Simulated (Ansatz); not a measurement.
Ansatz (a quantum-chemistry and plane-wave program) input (RPA@PBE/cc-pV(Q+d)Z):
A basis named .json is the Basis Set Exchange file of that set.

Ansatz 0.2 input:
```yaml
crystal:
  periodic: [false, false, false]
  atoms:
    - {symbol: F, position_ang: [-1.44582293, 1.03375648, -0.91363369]}
    - {symbol: C, position_ang: [-1.00411506, -0.01607050, -0.20790276]}
    - {symbol: F, position_ang: [-1.43375910, -1.13642610, -0.80414766]}
    - {symbol: F, position_ang: [-1.59246985, 0.04201910, 1.00835145]}
    - {symbol: C, position_ang: [0.49553657, -0.00279148, -0.10993266]}
    - {symbol: Cl, position_ang: [1.28166522, -1.44451023, 0.31773251]}
    - {symbol: Cl, position_ang: [1.26538995, 1.48327650, 0.17002524]}
basis:
  gaussian:
    orbitals: cc-pV_Q+d_Z.json
hamiltonian:
  xc: pbe
magnetization: {spin_polarized: true, initial_magnetization: 1}
correlation: {method: rpa, electrons: outside_noble_gas}
```

End of the output:

```
integrals: 2.80 GiB planned
2509 factors; integrals over basis functions are off by at most 6.2e-4 eV
mean field: 3.90 GiB planned
mean field evaluation 1: about -35249.5111 eV, gradient 3.7e1 eV
mean field evaluation 2: about -35249.5071 eV, gradient 3.7e1 eV
mean field evaluation 4: about -35254.1764 eV, gradient 8.4e0 eV
mean field evaluation 8: about -35254.4476 eV, gradient 2.9e-1 eV
mean field evaluation 16: about -35254.4478 eV, gradient 6.6e-4 eV
mean field -35254.44783204 eV, -1295.5770615045 hartree, gradient 5.4e-6 eV, S^2 0.753303; 0 other end points of the search recorded, 0 dependent functions left out
15 core orbitals not correlated
reference -35187.87227799 eV, -1293.1304550196 hartree; 22, 21 occupied and 366, 367 virtual orbitals, 2509 factors
Total energy: -35253.60328113 eV, -1295.5460248309 hartree
```

It need not be the lowest isomer of its formula.
